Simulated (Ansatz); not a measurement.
This geometry of Ge2H6O + H5NSi (16 atoms, charge 0, multiplicity 1) is a first-order saddle point.

Theory: RKS PBE/def2-SVP (Ansatz).

```xyz
16
Properties=species:S:1:pos:R:3
Ge 0.045 0.641 -0.300
O -0.500 0.453 1.760
H -1.427 0.689 1.955
H 0.758 1.275 -1.583
Ge -2.314 1.059 -0.844
H -3.272 0.202 0.032
H -2.640 2.551 -0.543
H -2.635 0.806 -2.344
H 0.592 -0.811 -0.270
N 1.193 1.910 0.952
H 2.129 1.494 1.069
Si 1.227 3.666 0.629
H 1.811 3.950 -0.726
H -0.197 4.134 0.684
H 2.043 4.368 1.679
H 0.428 1.438 1.719
```

Question: Which two structures does it join? (They come from a converged band through this point; their orientation in space is the band's.)

Answer: Bonds broken: Ge1–O2, N10–H16. Bonds formed: Ge1–N10, O2–H16. Ge2H6O + H5NSi becomes Ge2H9NSi + H2O.

First end point:

```xyz
16
Properties=species:S:1:pos:R:3
Ge -0.415 -0.591 0.161
O 0.303 0.118 1.696
H -0.408 0.308 2.338
H 0.845 -1.136 -0.565
Ge -1.648 1.074 -1.151
H -2.832 0.340 -1.853
H -2.246 2.155 -0.216
H -0.767 1.727 -2.241
H -1.325 -1.786 0.592
N 0.992 2.648 0.334
H 1.858 2.542 -0.204
Si 0.604 4.265 0.879
H 0.616 5.183 -0.314
H -0.775 4.228 1.483
H 1.522 4.877 1.917
H 0.915 1.871 1.015
```

Last end point:

```xyz
16
Properties=species:S:1:pos:R:3
Ge 0.467 0.820 -0.768
O -0.943 0.625 2.191
H -1.652 1.252 2.423
H 1.059 1.336 -2.119
Ge -1.977 0.813 -0.774
H -2.539 -0.483 -0.148
H -2.526 2.059 -0.031
H -2.467 0.904 -2.251
H 1.080 -0.571 -0.457
N 1.079 1.936 0.643
H 1.946 1.566 1.053
Si 1.017 3.699 0.571
H 2.017 4.327 -0.371
H -0.363 4.072 0.104
H 1.264 4.252 1.949
H -0.221 1.216 1.855
```

Question: How far does it lie above each of them?

Answer: 1.09 eV above the first and 0.96 eV above the second. This is the barrier of this one path; another mechanism may lie lower. The orbitals stay closed-shell, which can raise the energy where a bond breaks towards radicals; this wasn't checked here.

Time of the run: 5.9 min on 4 threads of AMD EPYC 9R45 96-Core Processor (Zen 5), with other jobs on the host, peak memory 0.31 GiB.
